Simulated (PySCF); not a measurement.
Mg(Br)(NH2) (BrH2MgN), SMILES [NH2][Mg][Br]. Geometry: PBE0-D3(BJ)/def2-TZVP. The values are those of a single conformer.

The numbers are results of PBE0-D3(BJ)/def2-TZVP (PySCF), not measurements.

Harmonic wavenumbers (cm⁻¹): 112, 122, 282, 313, 540, 749, 1556, 3589, 3671. Rotational constants (GHz): 379.3, 1.705, 1.698; symmetry number 2.

Q: Work out the zero-point energy and the ideal-gas rigid-rotor harmonic-oscillator thermochemistry at 298.15 K and 1 atm.

A: ZPE = ½ Σ hcν = ½ × 10935 cm⁻¹ = 65.41 kJ/mol. H − E(el) = 82.01 kJ/mol. Entropy in J/(mol K): translation 168.48, rotation 91.29, vibration 41.81, total 301.58. G − E(el) = -7.91 kJ/mol. Cp = 71.70 J/(mol K). Modes under 150 cm⁻¹ make the vibrational entropy uncertain.
